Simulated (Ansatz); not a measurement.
C3H5BrSi (`C=C1[SiH2]C1Br`) at its PBE0-D4/def2-TZVP geometry, where that method's forces vanish. Total charge 0; spin multiplicity 1.

```csv
atom,x (Å),y (Å),z (Å)
C1,-0.302,-0.048,1.742
C2,-0.009,-0.187,0.462
Si3,-0.271,-0.849,-1.217
C4,0.662,0.642,-0.583
Br5,0.129,2.483,-0.808
H6,-0.875,-0.798,2.276
H7,0.010,0.831,2.302
H8,0.504,-1.998,-1.737
H9,-1.597,-0.662,-1.838
H10,1.749,0.587,-0.599
```

Question: For each bond, give half the difference of the two atoms' forces along it (eV/Å; positive pushes the atoms apart) under PBE-D4, r2SCAN-D4, B3LYP-D4, ωB97M-V in def2-TZVPP. (Estimate.)

Answer: Computed: 
```csv
bond,length (Å),PBE-D4,r2SCAN-D4,B3LYP-D4,ωB97M-V
C1–C2,1.321,0.34,0.18,0.03,-0.10
C1–H6,1.084,0.00,-0.06,-0.06,-0.03
C1–H7,1.088,0.04,-0.05,-0.07,-0.07
C2–Si3,1.823,0.01,-0.01,0.11,0.14
C2–C4,1.493,-0.16,-0.09,0.04,0.30
Si3–C4,1.870,0.12,0.00,0.06,0.14
Si3–H8,1.480,0.00,-0.04,-0.11,-0.14
Si3–H9,1.477,0.02,-0.04,-0.10,-0.14
C4–Br5,1.930,0.25,0.27,0.37,-0.02
C4–H10,1.088,0.10,-0.06,-0.18,-0.17
```

B3LYP here is the variant with VWN-RPA as its local correlation; programs differ in this.
